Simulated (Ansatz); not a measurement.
```yaml
crystal:
  periodic: [false, false, false]
  atoms:
    - {symbol: C, position_ang: [1.366245, 0.355941, 1.720925]}
    - {symbol: O, position_ang: [1.211490, -0.038943, 0.418772]}
    - {symbol: In, position_ang: [-0.688044, 0.499289, -0.903452]}
    - {symbol: C, position_ang: [-1.791298, -1.325213, -1.319651]}
    - {symbol: Cl, position_ang: [0.878692, 1.397805, -2.371491]}
    - {symbol: Cl, position_ang: [-1.488869, 2.156935, 0.572956]}
    - {symbol: H, position_ang: [1.205406, 1.484124, 1.823569]}
    - {symbol: H, position_ang: [2.383857, 0.076089, 2.080758]}
    - {symbol: H, position_ang: [0.614549, -0.064849, 2.359326]}
    - {symbol: H, position_ang: [1.912746, 0.456482, -0.156711]}
    - {symbol: H, position_ang: [-2.218660, -1.703161, -0.402747]}
    - {symbol: H, position_ang: [-2.396884, -1.197948, -2.093657]}
    - {symbol: H, position_ang: [-1.040315, -2.087986, -1.593533]}
basis:
  gaussian: {orbitals: ANO-RCC-VTZP}
hamiltonian: {xc: {name: TPSS}, dispersion: d3bjatm}
output: {forces: true}
```

```sh
$ ansatz run in.yaml --threads 4 --pin off --events-out ev --progress --plain --max-ram 11315MiB
```

It prints (some lines left out):

```
Error: YAML parse error: error: line 19 column 19: hamiltonian.xc: no functional is named "TPSS"; the names, which are not case-sensitive, are SVWN5, SPW92, PBE, PBE0, PBEsol, revPBE, revPBE0, RPBE, rPW86-PBE, HSE06, wPBEh, LC-wPBE, HISS, HF, BLYP, B3LYP, B3LYP5, BHLYP, CAM-B3LYP, r2SCAN, r2SCANh, r2SCAN0, r2SCAN50, m-r2SCAN, B97, wB97, wB97X, wB97X-V, B97M-V, wB97M-V, B2PLYP, B2GP-PLYP, PBE0-DH, PBE-QIDH
  --> <input>:19:19
   |
17 | basis:
18 |   gaussian: {orbitals: ANO-RCC-VTZP}
19 | hamiltonian: {xc: {name: TPSS}, dispersion: d3bjatm}
   |                   ^ hamiltonian.xc: no functional is named "TPSS"; the names, which are not case-sensitive, are SVWN5, SPW92, PBE, PBE0, PBEsol, revPBE, revPBE0, RPBE, rPW86-PBE, HSE06, wPBEh, LC-wPBE, HISS, HF, BLYP, B3LYP, B3LYP5, BHLYP, CAM-B3LYP, r2SCAN, r2SCANh, r2SCAN0, r2SCAN50, m-r2SCAN, B97, wB97, wB97X, wB97X-V, B97M-V, wB97M-V, B2PLYP, B2GP-PLYP, PBE0-DH, PBE-QIDH
20 | output: {forces: true}
   |
```

**Question.** Something in this input is off. What?

**Answer.** The method's name isn't one that the program takes here. The input was rejected before any iteration.

HSE06 is defined as in plane-wave codes.
